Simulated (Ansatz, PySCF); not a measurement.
OSe, SMILES O=[Se] (connectivity only; charge and spin as stated), neutral, multiplicity 3. Atoms are numbered in the order given.

```xyz
2

O      0.0000     0.0000    -1.3130
Se     0.0000     0.0000     0.3199
```
Charge 0, spin multiplicity 3.

Geometry optimised at PBE0-D3(BJ)/def2-TZVP.

Two levels are set side by side: PBE-D3(BJ)/def2-TZVP (Ansatz, a quantum-chemistry and plane-wave program) and PBE0-D3(BJ)/def2-TZVP (Ansatz). Each level has its own optimised geometry; the coordinates shown are those of the second. Frequencies come from the Hessian of PySCF at each geometry. Differences are taken from unrounded values.

| quantity | PBE0-D3(BJ) |
|---|---|
| bond O1–Se2 (Å) | 1.633 |
| highest harmonic wavenumber (cm⁻¹) | 974 |
| mean harmonic wavenumber (cm⁻¹) | 974 |
| zero-point energy (kcal/mol) | 1.39 |

**Question.** What does PBE-D3(BJ) give, and how far is it from PBE0-D3(BJ)? (The exact figures need the calculation; the answer reports its results.)

**Answer.** 
```
quantity                            PBE-D3(BJ)  PBE-D3(BJ) minus PBE0-D3(BJ)
----------------------------------  ----------  ----------------------------
bond O1–Se2 (Å)                          1.663                         0.030
highest harmonic wavenumber (cm⁻¹)         896                           -79
mean harmonic wavenumber (cm⁻¹)            896                           -79
zero-point energy (kcal/mol)              1.28                         -0.11
```
